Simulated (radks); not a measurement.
Values are calculated unless marked as measured or tabulated.
Zn, 30 electrons, occupied as [Ar] 3d9.5 4s2 4p0.5 (fractional occupations, a model configuration). Code: a radial shooting solver on a logarithmic mesh with Libxc functionals. Model: scalar-relativistic Kohn-Sham, PBEsol, spin-polarised, spherical densities, finite nucleus; open shells are filled with parallel spins first; Fermi nuclear charge, rms radius 3.9283 fm. Some entries of the table are withheld. Estimate them.

| orbital | occ. | eigenvalue (hartree) | <r^2> (bohr^2) |
|---|---|---|---|
| 1s up | 1 | -349.9120 | 0.003409 |
| 1s down | 1 | -349.9117 | 0.003409 |
| 2s up | 1 | -42.71008 | 0.06046 |
| 2s down | 1 | -42.69791 | 0.06044 |
| 2p up | 3 | -37.05532 | 0.04827 |
| 2p down | 3 | -37.04599 | 0.04825 |
| 3s up | 1 | -4.91015 | 0.5341 |
| 3s down | 1 | -4.88820 | 0.5346 |
| 3p up | 3 | (1) | 0.5964 |
| 3p down | 3 | (2) | 0.5973 |
| 3d up | 5 | (3) | 1.021 |
| 3d down | 4.5 | (4) | 1.028 |
| 4s up | 1 | -0.27894 | 7.375 |
| 4s down | 1 | -0.26313 | 7.358 |
| 4p up | 0.5 | -0.07578 | 17.16 |
| 4p down | 0 | -0.05970 | 17.41 |

Answer. 
(1) 3p up eigenvalue (hartree): -3.22888
(2) 3p down eigenvalue (hartree): -3.20727
(3) 3d up eigenvalue (hartree): -0.52850
(4) 3d down eigenvalue (hartree): -0.50771
